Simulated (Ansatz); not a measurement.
IBr₂, that is [IBr2]- with one electron fewer, relaxed as a doublet with UKS PBE0-D4/def2-TZVPD in Ansatz, starting from the PBE0-D4/def2-TZVPD geometry of the charge -1 singlet. Force threshold 0.02 eV/Å.

In the def2 sets I takes a core potential; there is no spin–orbit coupling. The relaxation made no stability test and no search for a lower SCF solution.

Start:

Cartesian coordinates in Å:
```
I 0.000 0.000 0.000
Br 0.224 0.755 -2.604
Br -0.224 -0.755 2.604
```

Q: Estimate the energy that the relaxation releases and the steps that it takes.

A: 3.2 kcal/mol, in 4 steps; 22 s on 4 threads of Arm Neoverse V1 on a shared host. No frequencies were taken in this run, so the end may be a saddle point.

Q: Does the start keep its bonding and symmetry?

A: By distances, no bond broke or formed. The bond that changes most is I1–Br3, from 2.72 to 2.60 Å (atoms count from 1). Point group D∞h at the start, D∞h at the end, both within 0.05 Å.

Q: Predict the relaxed structure.

A: 
```xyz
3

I     0.000    0.000    0.000
Br    0.214    0.721   -2.485
Br   -0.214   -0.721    2.485
```
Bond lengths: 2 × Br–I 2.60 Å.
